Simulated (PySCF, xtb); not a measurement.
SiH₂Cl₂, SMILES Cl[SiH2]Cl.

Harmonic wavenumbers (cm⁻¹) from GFN2-xTB (xtb 6.7.1) at its own minimum, in rising order: 154, 482, 486, 526, 576, 692, 775, 2297, 2330.

Problem. What does PBE-D3(BJ)/def2-TZVP (PySCF 2.14.0) give at its own minimum? (An estimate is asked for; the answer gives what the named calculation found.)

Solution. 178, 508, 569, 572, 680, 838, 918, 2201, 2217. Paired by order, the mean absolute difference is 87 cm⁻¹ and the zero-point energies are 11.9 and 12.4 kcal/mol.
